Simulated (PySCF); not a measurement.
Coordinates in bohr (charge 1 multiplicity 1):
```
As    0.0000    0.0000    0.0000
O     0.0000    0.0000    2.9665
O     0.0000    0.0000   -2.9665
```

Computed with PySCF, PBE0, basis As def2-TZVP, O def2-TZVP (no relativity, density fitting).

This geometry of [AsO2]+ is a stationary point at this level.

Question: What is the point group?

Answer: D∞h.

Question: Is it a minimum?

Answer: Yes: all harmonic wavenumbers are real.

Question: Which band is strongest in the infrared?

Answer: 187 cm⁻¹ (πu), 39 km/mol.

Question: Give the atomic charges and bond orders.

Answer: 
| atom | Mulliken | Löwdin | polar tensor | Mayer order to As1 |
| --- | --- | --- | --- | --- |
| As1 | 1.35 | 1.14 | 1.34 | – |
| O2,3 | -0.18 | -0.07 | -0.17 | 2.17 |

Question: Give the ideal-gas entropy at 298.15 K and 1 bar by parts.

Answer: translation 167.1, rotation 59.7, vibration 19.5, spin 0.0; total 246.3 J/(mol K).

Other isomers or separated fragments may lie lower.
